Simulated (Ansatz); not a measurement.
Li8Br8 (started as a model of: 2x2x4 LiBr rock-salt block). Charge 0, multiplicity 3. Geometry PBE-D4/def2-SVP, that of the neutral singlet; atoms count from 1.

```xyz
16

Li    0.594    3.789   -0.646
Br    0.250    2.114    1.148
Li   -0.147   -0.241    2.043
Br   -0.518   -2.148    3.678
Br    2.526    2.902   -1.900
Li    1.780    0.853   -0.597
Br    1.889   -1.312    0.746
Li    0.906   -3.227    1.974
Br   -1.367    3.476   -2.112
Li   -1.384    1.320   -0.770
Br   -2.255   -0.700    0.520
Li   -2.002   -2.797    1.815
Li    0.501    2.235   -3.143
Br    0.117   -0.102   -2.413
Li   -0.248   -1.932   -0.676
Br   -0.643   -4.229    0.334
```

The gap within one spin of the charge 0 triplet nearly closes, so an electron or hole may be smeared out by delocalisation error. At PBE-D4/def2-SVP a singlet of charge 0 lies 5.47 eV below the triplet at the same geometry.

Estimate the Mulliken populations from the PBE/def2-SVP orbitals of Ansatz.


```tsv
atom	charge (e)	spin (α − β)
Li1	0.33	0.21
Br2	-0.37	0.13
Li3	0.40	0.04
Br4	-0.36	0.12
Br5	-0.36	0.12
Li6	0.40	0.04
Br7	-0.37	0.13
Li8	0.33	0.21
Br9	-0.36	0.12
Li10	0.40	0.04
Br11	-0.37	0.13
Li12	0.33	0.21
Li13	0.33	0.21
Br14	-0.37	0.13
Li15	0.40	0.04
Br16	-0.36	0.12
```
Mulliken values depend strongly on the basis.

Where does the spin sit?

Summed by element: Li 1.01, Br 0.99, of 2 unpaired in all. Largest on single atoms: Li8 0.21, Li13 0.21, Li1 0.21.

And the Mayer bond orders between heavy atoms (over 0.3)?

Li3–Br4 0.32 (2.54 Å); Br5–Li6 0.32 (2.54 Å); Br9–Li10 0.32 (2.54 Å); Li15–Br16 0.32 (2.54 Å).
